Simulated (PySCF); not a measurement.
## Polarisability and C₆ of S⁻ (sulfur, charge -1)

[Ne] 3s2 3p5, 2P determinant. Calculation: PySCF 2.14, in aug-cc-pVQZ-DK; scalar relativity by spin-free X2C-1e. Coupled (time-dependent) response in atomic units; α is the mean over directions.

```csv
method,mean α (bohr³),"α xx, yy, zz",C₆ (like pair),S(−4)
UHF,44.05,"35.20, 48.48, 48.48",442.5,674.7
```

S(−4) is the Cauchy moment in α(ω) = α(0) + S(−4) ω² + …

α(iu) at UHF:

```json
{"u (hartree)": "0", "α(iu) (bohr³)": "44.05"}
{"u (hartree)": "0.0500", "α(iu) (bohr³)": "42.46"}
{"u (hartree)": "0.100", "α(iu) (bohr³)": "38.59"}
{"u (hartree)": "0.200", "α(iu) (bohr³)": "29.46"}
{"u (hartree)": "0.300", "α(iu) (bohr³)": "22.06"}
{"u (hartree)": "0.500", "α(iu) (bohr³)": "13.00"}
{"u (hartree)": "0.750", "α(iu) (bohr³)": "7.574"}
{"u (hartree)": "1.00", "α(iu) (bohr³)": "4.893"}
{"u (hartree)": "1.50", "α(iu) (bohr³)": "2.500"}
{"u (hartree)": "2.00", "α(iu) (bohr³)": "1.514"}
{"u (hartree)": "3.00", "α(iu) (bohr³)": "0.7371"}
{"u (hartree)": "5.00", "α(iu) (bohr³)": "0.2990"}
```

A single London oscillator, α(iu) = α/(1 + u²/ω²), gives C₆ = (3/4) ω α². Matching the computed C₆ needs ω = 4 × 442.5 / (3 × 44.05²) = 0.304 hartree.

For an ion, C₆ is the dispersion term alone; charge-induced terms of lower order in 1/R come first.

The components differ because the open shell of this determinant is not spherical; for a pure term their mean is the scalar polarisability.
